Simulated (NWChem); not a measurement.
MgSiH4O; SMILES [MgH][O][SiH3]

```xyz
7

Mg     0.0075     1.9359     0.0063
H      0.0175     3.6313     0.0138
O     -0.0024     0.1311    -0.0011
Si    -0.0005    -1.5010    -0.0008
H     -1.0742    -2.0587    -0.8784
H     -0.2228    -2.0573     1.3687
H      1.2976    -2.0558    -0.4922
```
Atoms are numbered in this order, from 1.

All runs use the structure optimised with B3LYP/6-31G* (spherical d).

Give the principal values of the shielding tensors (ppm) of Mg1, O3, Si4 from KT2/pcSseg-1, GIAO (NWChem), with their diamagnetic and paramagnetic parts as GIAO splits them.


```csv
atom,σ11,σ22,σ33,isotropic,diamagnetic,paramagnetic
Mg1,419.2,419.2,707.0,515.1,711.6,-196.5
O3,313.5,338.7,338.8,330.3,402.4,-72.1
Si4,353.5,353.6,510.0,405.7,882.9,-477.3
```
